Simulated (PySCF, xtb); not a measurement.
C3H5ClF2, SMILES CC(F)(F)CCl. One conformer was computed; it need not be the lowest.

Harmonic wavenumbers (cm⁻¹) from GFN2-xTB (xtb) at its own minimum, in rising order: 63, 162, 185, 312, 320, 396, 468, 506, 752, 808, 862, 920, 955, 1067, 1109, 1189, 1215, 1246, 1384, 1410, 1449, 1458, 2987, 2995, 3053, 3061, 3067.

Task: What does PySCF with ωB97X-D3(BJ)/def2-SVP give at its own minimum? (An estimate is asked for; the answer gives what the named calculation found.)

Result: 98, 202, 229, 340, 350, 430, 511, 567, 791, 859, 902, 975, 991, 1134, 1207, 1285, 1319, 1359, 1434, 1453, 1468, 1474, 3095, 3135, 3201, 3214, 3215. Paired by order, the mean absolute difference is 68 cm⁻¹ and the zero-point energies are 47.7 and 50.4 kcal/mol.
